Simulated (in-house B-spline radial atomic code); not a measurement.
## Pt³⁺: [He] 2s2 (2p1/2)2 (2p3/2)3 3s2 3p6 3d10 4s2 4p6 4d10 4f14 5s2 5p6 5d8 (with a hole in an inner shell)

Computed with an all-electron radial atomic-structure program (B-spline basis): Dirac-Kohn-Sham PBE, spherical fractional occupations, Fermi nucleus of rms radius 5.427 fm.

Screening seen three ways: the hydrogenic charge with the same mean radius, Z_r = [3n² - l(l+1)]/(2<r>), the one with the same energy, Z_e = n√(-2ε), and Slater's rules. Values are occupation-weighted means over j. An effective charge above Z reflects the relativistic contraction of the inner shells.

```
shell  electrons   ε (eV)  <r> (bohr)    Z_r    Z_e  Slater
   1s          2   -78651     0.01715  87.47  76.03   77.70
   2s          2   -13990     0.07142  84.01  64.13   74.20
   2p          5   -12405     0.06378  78.39  60.39   74.20
   3s          2  -3339.4       0.185  72.95  47.00   67.60
   3p          6  -2832.6      0.1851  67.52  43.29   67.60
   3d         10  -2237.1      0.1679  62.53  38.47   57.85
   4s          2  -752.15      0.4105  58.47  29.74   51.25
   4p          6  -582.26      0.4344  52.95  26.17   51.25
   4d         10  -362.07      0.4588  45.77  20.63   39.85
   5s          2  -141.95      0.9331  40.19  16.15   21.35
   4f         14  -118.88      0.4971  36.21  11.82   28.45
   5p          6  -95.816       1.065  34.28  13.27   21.35
   5d          8  -40.714       1.434  24.06   8.65    8.55
```

The least bound orbital is 5d5/2 at -39.98 eV, and it is also the most diffuse (<r> = 1.451 bohr). The part-filled 2p shell lies below the filled 5p shell in orbital energy.

For the 1s electron the small component carries 8.75 % of the norm, the zero-frequency Breit interaction raises the level by 284.8 eV, self-energy by 184.9 eV, and vacuum polarisation lowers it by 37.14 eV.
